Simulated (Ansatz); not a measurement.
`Cn1cccc1-c1ccc(-c2ccc(-c3cccn3C)n2C)n1C` with charge +1. The state is a doublet with charge 1. Geometry PBE-D4/def2-SVP; atoms count from 1.

Cartesian coordinates in Å:
```
C 4.342 4.006 0.555
N 2.979 4.407 0.239
C 2.562 5.709 0.193
C 1.192 5.750 -0.090
C 0.760 4.418 -0.208
C 1.883 3.575 -0.009
C 1.978 2.146 -0.097
C 3.078 1.325 -0.471
C 2.661 -0.004 -0.418
C 1.296 -0.016 -0.033
C 0.495 -1.190 0.142
C 0.961 -2.434 0.639
C -0.116 -3.319 0.651
C -1.254 -2.633 0.141
C -2.602 -3.091 -0.035
C -3.817 -2.361 0.022
C -4.877 -3.270 -0.135
C -4.304 -4.537 -0.299
N -2.942 -4.432 -0.236
C -2.037 -5.558 -0.414
N -0.857 -1.334 -0.166
C -1.604 -0.423 -1.026
N 0.899 1.306 0.169
C -0.293 1.700 0.910
H 4.339 3.121 1.218
H 4.922 3.771 -0.361
H 4.844 4.837 1.082
H 3.270 6.525 0.381
H 0.587 6.657 -0.200
H -0.249 4.086 -0.470
H 4.050 1.683 -0.820
H 3.237 -0.891 -0.701
H 1.972 -2.615 1.018
H -0.114 -4.333 1.059
H -3.908 -1.288 0.217
H -5.949 -3.047 -0.126
H -4.779 -5.509 -0.473
H -2.574 -6.366 -0.943
H -1.680 -5.954 0.558
H -1.164 -5.258 -1.024
H -2.308 0.213 -0.456
H -0.892 0.227 -1.566
H -2.185 -1.006 -1.764
H -0.032 2.499 1.629
H -0.674 0.826 1.471
H -1.095 2.079 0.249
```

Single mean-field runs in def2-TZVP are fitted with def2-universal-jkfit.

(1) Estimate the Mulliken populations of the heavy atoms from the PBE0/def2-TZVP orbitals of Ansatz.

(2) Where does the spin sit?

(3) And the Mayer bond orders between bonded heavy atoms (over 0.3)?

Answers

(1) 
| atom | charge (e) | spin (α − β) |
| --- | --- | --- |
| C1 | -0.38 | 0.00 |
| N2 | 0.04 | -0.01 |
| C3 | -0.13 | 0.14 |
| C4 | -0.13 | -0.02 |
| C5 | -0.26 | 0.08 |
| C6 | 0.03 | 0.01 |
| C7 | 0.23 | 0.16 |
| C8 | -0.24 | 0.02 |
| C9 | -0.20 | 0.08 |
| C10 | 0.10 | 0.10 |
| C11 | 0.10 | 0.10 |
| C12 | -0.20 | 0.08 |
| C13 | -0.24 | 0.02 |
| C14 | 0.23 | 0.16 |
| C15 | 0.03 | 0.01 |
| C16 | -0.26 | 0.08 |
| C17 | -0.13 | -0.02 |
| C18 | -0.13 | 0.14 |
| N19 | 0.04 | -0.01 |
| C20 | -0.38 | 0.00 |
| N21 | 0.00 | -0.04 |
| C22 | -0.40 | 0.00 |
| N23 | 0.00 | -0.04 |
| C24 | -0.40 | 0.00 |
Mulliken values and Mayer orders depend strongly on the basis.

(2) Summed by element: C 1.16, N -0.11, H -0.05, of 1 unpaired in all. Largest on single atoms: C14 0.16, C7 0.16, C18 0.14.

(3) C1–N2 0.91 (1.45 Å); N2–C3 1.27 (1.37 Å); N2–C6 1.19 (1.40 Å); C3–C4 1.47 (1.40 Å); C4–C5 1.47 (1.41 Å); C5–C6 1.37 (1.42 Å); C6–C7 0.95 (1.43 Å); C7–C8 1.32 (1.42 Å); C7–N23 1.24 (1.39 Å); C8–C9 1.48 (1.39 Å); C9–C10 1.34 (1.42 Å); C10–C11 1.01 (1.43 Å); C10–N23 1.20 (1.39 Å); C11–C12 1.34 (1.42 Å); C11–N21 1.20 (1.39 Å); C12–C13 1.48 (1.39 Å); C13–C14 1.32 (1.42 Å); C14–C15 0.95 (1.43 Å); C14–N21 1.24 (1.39 Å); C15–C16 1.37 (1.42 Å); C15–N19 1.19 (1.40 Å); C16–C17 1.47 (1.41 Å); C17–C18 1.47 (1.40 Å); C18–N19 1.27 (1.37 Å); N19–C20 0.91 (1.45 Å); N21–C22 0.89 (1.46 Å); N23–C24 0.89 (1.46 Å).
